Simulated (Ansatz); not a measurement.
Relaxation of C3H10OSSi (16 atoms, charge 0, multiplicity 1), to a largest force component of 0.02 eV/Å in at most 40 steps.

Theory: Ansatz, RKS PBE/6-31G.

```xyz
16
Properties=species:S:1:pos:R:3:forces:R:3
C -1.658 -1.778 -1.138 -2.71 2.60 -1.84
O -1.098 -0.662 -0.453 -2.30 1.36 -0.53
Si 0.403 -0.887 0.153 3.76 -0.16 2.07
C 1.129 0.599 1.127 -3.68 0.12 0.62
C 1.073 1.921 0.378 1.13 0.11 1.06
S -0.566 2.739 0.327 -0.21 1.85 0.81
H -1.100 -2.010 -2.034 0.42 -0.45 -0.64
H -1.805 -2.586 -0.505 -0.13 -2.19 1.44
H -2.691 -1.386 -1.441 0.99 -0.82 0.01
H 1.357 -1.154 -0.942 0.50 -0.24 -0.77
H 0.413 -2.092 1.055 -0.04 -0.31 0.21
H 2.107 0.362 1.434 1.77 -0.52 0.56
H 0.447 0.702 2.055 1.07 -0.11 -0.81
H 1.706 2.632 0.947 -0.04 0.11 -0.40
H 1.456 1.813 -0.620 0.47 0.09 -0.89
H -1.194 1.764 -0.299 -0.99 -1.43 -0.90
```

**Question.** Where does it end, and by what steps?

**Answer.** It converged. Limits of this set-up: no polarisation functions. After 6 steps the energy has fallen by 0.845 eV; H16 moved furthest, 0.51 Å.

```csv
step,energy less start (eV),largest force component (eV/Å),accepted
0,0.0000,3.764,yes
1,-0.6621,1.819,yes
2,-0.8189,0.534,yes
3,-0.8363,0.203,yes
4,-0.8427,0.113,yes
5,-0.8438,0.085,yes
6,-0.8449,0.014,yes
```

```xyz
16
Properties=species:S:1:pos:R:3
C -1.764 -1.580 -1.184
O -1.030 -0.613 -0.372
Si 0.583 -0.962 0.263
C 1.142 0.621 1.190
C 1.048 1.910 0.356
S -0.746 2.522 0.117
H -1.217 -1.827 -2.113
H -1.959 -2.510 -0.618
H -2.724 -1.112 -1.445
H 1.520 -1.262 -0.900
H 0.533 -2.175 1.180
H 2.196 0.446 1.492
H 0.555 0.729 2.119
H 1.549 2.748 0.867
H 1.514 1.790 -0.637
H -1.223 1.253 -0.273
```

The run took 30 s on 1 thread of Arm Neoverse V2 (shared host), peak memory 0.14 GiB.
